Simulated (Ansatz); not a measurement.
Reactions of C3H10Si2, SMILES `CC=C([SiH3])[SiH3]`.

Gas-phase electronic energies from Ansatz, PBE0-D4/def2-TZVP geometries. CBS: MP2 limit from def2 TZ/QZ plus the TZ coupled-cluster correction, frozen cores. Double bonds are as drawn, so ΔE can hold a change between cis and trans. Functionals use def2-TZVPP. For Ga outer-core shells are correlated without core-valence functions, which leaves a few kJ/mol of doubt a bond. Scalar relativity is left out up to krypton. Each species was taken in one conformer, which may not be the lowest.

| reaction | B2PLYP (kJ/mol) | HF/CBS(def2) (kJ/mol) | r2SCAN-D4 (kJ/mol) | PBE-D4 (kJ/mol) |
| --- | --- | --- | --- | --- |
| `CC=C([SiH3])[SiH3]` + `O[SiH2]S[SiH3]` → `CO[SiH2]S[SiH3]` + `C=C([SiH3])[SiH3]` | 63 | 52 | 69 | 68 |
| `CC=C([SiH3])[SiH3]` + `OC(F)F` → `COC(F)F` + `C=C([SiH3])[SiH3]` | 60 | 48 | 66 | 68 |
| `CC=C([SiH3])[SiH3]` + `F[SiH2][GaH2]` → `[SiH3][SiH2][GaH2]` + `C/C=C(\F)[SiH3]` | 182 | 196 | 169 | 152 |
| `CC=C([SiH3])[SiH3]` + `CO[SiH](O)F` → `CO[SiH](F)[SiH3]` + `C/C=C(\O)[SiH3]` | 202 | 218 | 195 | 171 |

Give the CCSD(T)/CBS values in the same order. (An estimate is asked.)

Ansatz gave: 66, 64, 187, 208 kJ/mol.

Largest T1 diagnostic: 0.014, for `[SiH3][SiH2][GaH2]`.
